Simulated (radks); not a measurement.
Results of a calculation; reference values are marked as such.
Question: Ionisation of the ytterbium ion Yb+, [Xe] 4f14 6s1, to [Xe] 4f14 as the strength of local exchange is varied. Level of theory: scalar-relativistic Kohn-Sham, Slater X-alpha exchange (alpha = 2/3 is LDA exchange), no correlation, spin-polarised, spherical densities, point nucleus; open shells are filled with parallel spins first (spin-orbit coupling, left out, can overturn this in heavy ions) (a radial shooting solver on a logarithmic mesh with Libxc functionals).

alpha  E(Yb+) (hartree)  exchange (hartree)  IE (eV)  -e of the level emptied (eV)  <r> of it (bohr)
0.583       -14008.9827           -241.3799   11.469                    8.713 (6s)             3.621
0.667       -14043.9647           -276.9425   11.944                    9.223 (6s)             3.557
0.695       -14055.6473           -288.8394   12.106                    9.398 (6s)             3.535
0.709       -14061.4928           -294.7959   12.188                    9.487 (6s)             3.525
0.921       -14150.3427           -385.6433   13.480                   10.895 (6s)             3.369
0.965       -14168.8613           -404.6505   13.759                   11.202 (6s)             3.338
1.035       -14198.3777           -434.9967   14.211                   11.699 (6s)             3.290
x           -14171.3887           -407.2465   13.798                   11.244 (6s)             3.334

Which alpha was used in the last row?

Answer: alpha = 0.971. NIST Atomic Spectra Database: 12.179 eV (measured). The Delta-SCF value meets it near alpha = 0.71.
